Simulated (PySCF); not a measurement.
Solvent effects on NMR parameters

Structure with atom numbers: `[H]/[N:1]=[CH:2]/[B:3]1[O:4][BH:5][O:6][BH:7][O:8]1`. Hydrogens are named by the atom that carries them.

GIAO PBE0/pcSseg-1 in PySCF on one PBE0-D3(BJ)/def2-SVP conformer, non-relativistic, equivalent nuclei averaged. Solvents enter as an IEF-PCM continuum (chloroform with ε = 4.7, acetone with ε = 20.5) around the gas-phase geometry. Shifts are referred to TMS, BF3·OEt2 computed in the same medium.

Gas phase, δ in ppm: C2 187.0, B5/B7 27.3, B3 22.5, H(N1) 13.34, H(C2) 8.60, H(B5)/H(B7) 4.72. Dipole moment 1.88 D.

Question: How does each δ change in the continuum?

Answer: 
| atoms | environment | Δδ, chloroform | Δδ, acetone |
| --- | --- | --- | --- |
| C2 | C=N carbon | +3.5 | +4.9 |
| B5/B7 | boron bonded to 2 O, H, in a 6-membered ring | +0.4 | +0.4 |
| B3 | boron bonded to C, 2 O, in a 6-membered ring | +0.3 | +0.4 |
| H(N1) | hydrogen on an imine nitrogen | -0.25 | -0.35 |
| H(C2) | hydrogen on a C=N carbon | +0.10 | +0.15 |
| H(B5)/H(B7) | hydrogen on a boron bonded to 2 O, in a 6-membered ring | -0.03 | -0.04 |

Changes are relative to the gas phase. The dipole moment becomes 2.27 D in chloroform, 2.43 D in acetone.

Question: Which of the listed nuclei move most (in ppm), and what does the model miss? (N and O are left out, as their reference compounds move with the solvent too.)

Answer: C2 (C=N carbon, +4.9 ppm) in acetone. A continuum only polarises the solute; specific hydrogen bonds, the anisotropy of aromatic solvents and changes of geometry or conformer are outside it.
